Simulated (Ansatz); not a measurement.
Consider the formal loss of a carbene: `FC(F)(Cl)C(F)(Cl)Cl` → `Cl[C]Cl` + `FC(F)(F)Cl`.

Program: Ansatz. Geometries: PBE0-D4/def2-TZVP. ΔE: electronic, gas phase. CCSD(T)/CBS adds triple-zeta CCSD(T) − MP2 to the extrapolated MP2 energy (def2 sets, frozen cores). This one scheme is used for every species. Each species was taken in one conformer, which may not be the lowest.

```
              species  SCS-MP2/def2-TZVPP energy (Eh)
`FC(F)(Cl)C(F)(Cl)Cl`                     -1754.30025
            `Cl[C]Cl`                      -957.29946
         `FC(F)(F)Cl`                      -796.90142
```

(1) Work out ΔE.

Largest T1 diagnostic among the species: 0.020, so the coupled-cluster value is less sure than usual.

Answers

(1) ΔE = (-957.29946) + (-796.90142) − (-1754.30025) = 0.09937 Eh = +2.70 eV. CCSD(T)/CBS gives +2.63 eV.

Leaving LDA and LC-ωPBE aside and taking each functional with its dispersion term where it has one, the values, not all of them listed here, spread over 0.44 eV, from BLYP-D4 to PBE-QIDH. LDA lies +0.70 eV from PBE without D4. At CCSD(T), def2-SVP lies +0.08 eV from the extrapolated value and def2-TZVPP −0.08 eV. In def2-TZVPP, CCSD(T) changes the Hartree–Fock value by +0.42 eV (the triples alone add +0.01 eV) and MP2 by +0.73 eV.
